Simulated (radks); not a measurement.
All-electron atom: Te5+ in [Kr] 4d10 5p(up 0.5, down 0.5) 5s(up 0, down 0) (fractional occupations, a model configuration). All-electron calculation, scalar-relativistic Kohn-Sham, LDA (Slater exchange, Perdew-Wang correlation), spin-polarised, spherical densities, point nucleus. Program: a radial shooting solver on a logarithmic mesh with Libxc functionals.

Normalised radial functions P(r) = r R(r), r in bohr:

```
   r/bohr * 4s (the largest magnitude, 1.35, reaches the edge; | marks zero)
 0.002958                             |  *
 0.004485                             |   *
 0.006798                             |    *
  0.01039                             |     *
  0.01575                             |     *
  0.02387                             |   *
  0.03648                            *|
  0.05529                      *      |
  0.08382                   *         |
   0.1281                          *  |
   0.1942                             |           *
   0.2943                             |            *
   0.4497                  *          |
   0.6817  *                          |
    1.033            *                |
    1.579                         *   |
    2.394                             *
    3.629                             *
    5.545                             *
```

4s: eigenvalue -223.28 eV, 3 radial nodes at r = 0.0347, 0.138, 0.382 bohr, <r> = 0.763 bohr, 90 % of the charge inside 1.10 bohr.
